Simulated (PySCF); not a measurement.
CH₅NOTe, SMILES CO[Te]N. The structure is a stationary point at B3LYP-D3(BJ)/def2-SVP. This is a generated structure with no PubChem entry under its InChIKey; it may be hypothetical. The def2 effective core potentials stand for the cores of Te; spin–orbit coupling is left out. One conformer was computed; it need not be the lowest.

Method: B3LYP-D3(BJ)/def2-SVP run with PySCF 2.14.0.

Harmonic wavenumbers (cm⁻¹): 81, 130, 218, 274, 429, 482, 530, 680, 906, 1082, 1168, 1178, 1451, 1460, 1478, 1538, 2965, 3029, 3076, 3514, 3625. Rotational constants (GHz): 7.105, 2.784, 2.178; symmetry number 1.

### Question
Work out the zero-point energy and the ideal-gas rigid-rotor harmonic-oscillator thermochemistry at 298.15 K and 1 atm.

### Answer
ZPE = ½ Σ hcν = ½ × 29292 cm⁻¹ = 41.88 kcal/mol. H − E(el) = 46.39 kcal/mol. Entropy in cal/(mol K): translation 41.38, rotation 26.41, vibration 13.20, total 80.99. G − E(el) = 22.24 kcal/mol. Cp = 21.68 cal/(mol K). Modes under 150 cm⁻¹ make the vibrational entropy uncertain.
